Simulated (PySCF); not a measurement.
Gas-phase reaction: InH + 3 HI = InI₃ + 4 H

Energies from PySCF, thermal terms from the rigid-rotor harmonic-oscillator model, ideal gas at 1 bar. † marks an energy on the PBE0/def2-TZVP geometry and frequencies; other levels use their own. MP2 freezes the core. Open shells (unrestricted): H (multiplicity 2); the rest are closed-shell singlets. I, In: scalar-relativistic def2 core potential, no spin-orbit coupling. InH: computed as isolated molecules; such fragments, hydroxides, amides, oligomers or adducts are transient or little studied in the gas. MP2 isn't extrapolated to the basis-set limit; its ΔH°(298 K) is 361.0 kJ in def2-SVP and 405.8 kJ in def2-TZVPP. The harmonic model lacks anharmonicity and excited electronic states, which grow with temperature; levels with a mode under 35 cm⁻¹ are left out. Soft modes under 120 cm⁻¹ make the harmonic entropy rough for InI₃.

```json
[
 {"level": "BLYP/def2-TZVP†", "ΔE electronic, kJ": "575", "ΔH°(298 K), kJ": "540", "ΔS°(298 K), J/K": "31", "ΔG°(1600 K), kJ": "432"},
 {"level": "MP2/def2-TZVPP†", "ΔE electronic, kJ": "441", "ΔH°(298 K), kJ": "406", "ΔS°(298 K), J/K": "31", "ΔG°(1600 K), kJ": "298"},
 {"level": "PBE/def2-SVP", "ΔE electronic, kJ": "494", "ΔH°(298 K), kJ": "461", "ΔS°(298 K), J/K": "33", "ΔG°(1600 K), kJ": "350"},
 {"level": "PBE0/def2-SVP†", "ΔE electronic, kJ": "477", "ΔH°(298 K), kJ": "442", "ΔS°(298 K), J/K": "31", "ΔG°(1600 K), kJ": "334"},
 {"level": "ωB97X-V/def2-TZVP†", "ΔE electronic, kJ": "499", "ΔH°(298 K), kJ": "464", "ΔS°(298 K), J/K": "31", "ΔG°(1600 K), kJ": "355"}
]
```
ΔH° is lowest at MP2/def2-TZVPP† and highest at BLYP/def2-TZVP†. No reference value is set beside these.
